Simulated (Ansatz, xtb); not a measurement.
# C5H2ClFOS: 8 structures ranked

8 gas-phase structures of C5H2ClFOS, from a drawn sample of its isomers (lower ones may exist). Each was relaxed with GFN2-xTB; where two conformers were screened, the lower at r2SCAN-D4/def2-SVP is listed:

A. `O=C(Cl)c1sccc1F`, a singlet
B. `FC1=COC=C(Cl)C1=S`, a singlet
C. `O=C1C(F)=CSC=C1Cl`, a singlet
D. `O=C1C=CSC(Cl)=C1F`, a singlet
E. `O=C(Cl)c1cc(F)cs1`, a singlet
F. `O=C(F)c1sccc1Cl`, a singlet
G. `FC1=CC(=S)C=C(Cl)O1`, a singlet
H. `FC1=C(Cl)C(=S)C=CO1`, a singlet

Problem. Which do you expect lowest at r2SCAN-D4/def2-SVP, and how would the others follow?

Solution. Calculated order at r2SCAN-D4/def2-SVP: F (0.0), E (5.8), A (6.3), C (23.7), G (26.2), D (26.4), H (29.2), B (33.6) kcal/mol. Less than 1 kcal/mol parts E and A; G and D, so the order within those pairs means little.

Energies above the lowest of each column, in kcal/mol; the last columns are at PBE-D3(BJ)/def2-SVP geometries and were run for some of them only (a dash: not run or not comparable):

| structure | GFN2-xTB | HF/STO-3G | r2SCAN-D4/def2-SVP | PBE-D3(BJ)/def2-SVP | CCSD(T)/def2-SVP + ΔMP2/def2-TZVPP |
| --- | --- | --- | --- | --- | --- |
| F | 0.0 | 2.2 | 0.0 | 0.0 | 0.0 |
| E | 3.8 | 1.1 | 5.8 | 5.1 | 8.0 |
| A | 4.6 | 0.0 | 6.3 | 5.3 | 9.6 |
| C | 21.3 | 18.9 | 23.7 | – | – |
| G | 10.9 | 26.1 | 26.2 | – | – |
| D | 24.8 | 20.7 | 26.4 | – | – |
| H | 14.3 | 27.7 | 29.2 | – | – |
| B | 16.1 | 33.1 | 33.6 | – | – |

CCSD(T)/def2-SVP + ΔMP2/def2-TZVPP puts F lowest of those it was run on; HF/STO-3G picks A. Flexible structures stand in one conformer each, not always the lowest. Frequencies (GFN2-xTB) were run for A, E, F alone. ΔMP2 is the change of the MP2 energy from the smaller to the larger basis.

Over these structures GFN2-xTB departs from r2SCAN-D4/def2-SVP by 6.7 kcal/mol on average once a common shift is removed. A GFN2-xTB relaxation took about 0.087 s and the r2SCAN-D4/def2-SVP energy about 2.3 s on a shared host (Ansatz 0.2.0, xtb 6.7.1).
